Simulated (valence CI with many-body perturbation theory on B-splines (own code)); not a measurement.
Forbidden lines of Kr14+

Computed by configuration interaction combined with many-body perturbation theory (CI+MBPT): four valence electrons over a frozen Dirac-Fock core [Ar], radial functions for each j: 9 s, 9 p, 10 d, 8 f, 5 g, 3 h, 1 i, with the one-electron correlation potential Σ1, the two-electron term Σ2, the three-electron term Σ3, Breit, model QED; selected CI, second order for the rest (own B-spline code, finite nucleus).

No measured spectrum was set against this ion. As an estimate, terms of the open shell hold to 2 to 4 % of their energy, and close levels can change places. Core correlation moves these levels by up to 7600 cm⁻¹, and in measured spectra 5 to 20 % of such shifts remained as error; rates that hang on mixing are uncertain with them. Only levels of the ground parity were solved; by the run's estimate the other parity begins above the list, which can be wrong where configurations are misplaced.

Lines 1 to 50 of 120 in falling wavelength, among levels below 36.029 eV, chosen from the decays that carry over 1 % of a level's rate. Wavelengths and rates use the calculated energies, so an error of 2000 cm⁻¹ moves a line at 1239 nm by 25 % and its rate by three times that or more. S is in atomic units (e²a₀⁴ for E2 and M2, e²a₀⁶ for E3), for M1 in squared Bohr magnetons. Weak lines are less certain than strong ones. Lines between different terms over intervals too small for the method are left out, as are lines whose strength nearly cancels.

Names give the largest LS component (configuration and term), which can be under half, so a name can repeat, a term be missing and a line seem to break the LS rules; names also repeat where a configuration has a term twice. Letters in brackets count levels of one name in rising energy.

```tsv
λ vac (nm)	Upper	Lower	Type	A (s⁻¹)	S (a.u.)
4115	3d⁴ ⁵D_1	3d⁴ ⁵D_0	M1	7.41e-01	5.75e+00
2888	3d⁴ ³H_6	3d⁴ ³H_5	M1	7.66e-01	8.89e+00
2805	3d⁴ ⁵D_2	3d⁴ ⁵D_1	M1	2.50e+00	1.02e+01
2475	3d⁴ ⁵D_3	3d⁴ ⁵D_2	M1	3.00e+00	1.18e+01
2372	3d⁴ ⁵D_4	3d⁴ ⁵D_3	M1	1.99e+00	8.87e+00
2236	3d⁴ ³G_5	3d⁴ ³G_4	M1	1.17e+00	5.33e+00
1792	3d⁴ ³H_5	3d⁴ ³H_4	M1	3.73e+00	8.75e+00
1239	3d⁴ ³G_4	3d⁴ ³F_4 [a]	M1	1.35e+00	8.58e-01
1193	3d⁴ ³F_3 [a]	3d⁴ ³H_4	M1	3.69e+00	1.63e+00
933.2	3d⁴ ³P_1 [a]	3d⁴ ³P_0 [a]	M1	2.10e+01	1.90e+00
922.9	3d⁴ ³G_3	3d⁴ ³F_2 [a]	M1	1.40e+01	2.86e+00
815.2	3d⁴ ³G_4	3d⁴ ³F_3 [a]	M1	4.02e+00	7.26e-01
810.0	3d⁴ ³G_3	3d⁴ ³F_3 [a]	M1	1.68e+01	2.31e+00
797.3	3d⁴ ³G_5	3d⁴ ³F_4 [a]	M1	1.30e+01	2.69e+00
796.5	3d⁴ ³P_2 [a]	3d⁴ ³P_1 [a]	M1	2.72e+01	2.55e+00
794.9	3d⁴ ³F_4 [a]	3d⁴ ³H_4	M1	2.39e+01	4.00e+00
663.5	3d⁴ ³G_4	3d⁴ ³H_5	M1	4.56e+00	4.44e-01
653.0	3d⁴ ³D_3	3d⁴ ³P_2 [a]	M1	6.56e+00	4.74e-01
621.9	3d⁴ ³G_5	3d⁴ ³H_6	M1	1.30e+01	1.28e+00
588.2	3d⁴ ¹G_4 [a]	3d⁴ ³G_5	M1	1.47e+01	1.00e+00
583.3	3d⁴ ³D_2	3d⁴ ³P_2 [a]	M1	6.65e+00	2.45e-01
511.7	3d⁴ ³G_5	3d⁴ ³H_5	M1	1.85e+01	1.01e+00
507.0	3d⁴ ³D_1	3d⁴ ³P_2 [a]	M1	1.43e+01	2.07e-01
482.4	3d⁴ ³G_3	3d⁴ ³H_4	M1	1.99e+00	5.81e-02
472.3	3d⁴ ¹D_2 [a]	3d⁴ ³D_1	M1	2.08e+01	4.06e-01
467.4	3d⁴ ¹G_4 [a]	3d⁴ ³G_3	M1	4.34e+01	1.48e+00
465.7	3d⁴ ¹G_4 [a]	3d⁴ ³G_4	M1	1.12e+01	3.78e-01
460.7	3d⁴ ³F_4 [b]	3d⁴ ¹F_3	M1	1.33e+01	4.34e-01
421.7	3d⁴ ³F_2 [b]	3d⁴ ¹F_3	M1	3.26e+01	4.53e-01
421.0	3d⁴ ¹D_2 [a]	3d⁴ ³D_2	M1	9.20e+00	1.27e-01
402.2	3d⁴ ³D_3	3d⁴ ³F_3 [a]	M1	4.53e+00	7.65e-02
397.1	3d⁴ ³D_2	3d⁴ ³F_2 [a]	M1	1.36e+01	1.58e-01
390.9	3d⁴ ¹D_2 [a]	3d⁴ ³D_3	M1	3.87e+01	4.28e-01
374.6	3d⁴ ³D_2	3d⁴ ³F_3 [a]	M1	3.28e+00	3.20e-02
369.3	3d⁴ ¹I_6	3d⁴ ³H_6	M1	3.81e+01	9.24e-01
360.2	3d⁴ ³D_1	3d⁴ ³F_2 [a]	M1	1.09e+01	5.67e-02
345.8	3d⁴ ³P_2 [b]	3d⁴ ¹D_2 [a]	M1	2.56e+01	1.96e-01
338.5	3d⁴ ¹G_4 [a]	3d⁴ ³F_4 [a]	M1	1.21e+02	1.57e+00
336.7	3d⁴ ³D_2	3d⁴ ³P_1 [a]	M1	5.33e+00	3.77e-02
327.5	3d⁴ ¹I_6	3d⁴ ³H_5	M1	3.64e+01	6.16e-01
309.8	3d⁴ ³D_1	3d⁴ ³P_1 [a]	M1	4.47e+01	1.48e-01
296.4	3d⁴ ¹G_4 [a]	3d⁴ ³F_3 [a]	M1	4.55e+00	3.95e-02
291.4	3d⁴ ³F_2 [b]	3d⁴ ¹D_2 [a]	M1	1.80e+01	8.26e-02
291.0	3d⁴ ¹F_3	3d⁴ ³D_2	M1	1.73e+01	1.11e-01
276.3	3d⁴ ¹F_3	3d⁴ ³D_3	M1	5.69e+01	3.11e-01
273.6	3d⁴ ¹G_4 [a]	3d⁴ ³H_5	M1	3.68e+01	2.51e-01
262.5	3d⁴ ¹D_2 [a]	3d⁴ ³G_3	M1	1.67e+01	5.61e-02
244.7	3d⁴ ³H_4	3d⁴ ⁵D_4	M1	2.50e+01	1.22e-01
244.5	3d⁴ ¹D_2 [a]	3d⁴ ³P_2 [a]	M1	4.79e+01	1.30e-01
237.4	3d⁴ ¹G_4 [a]	3d⁴ ³H_4	M1	1.32e+01	5.89e-02
```
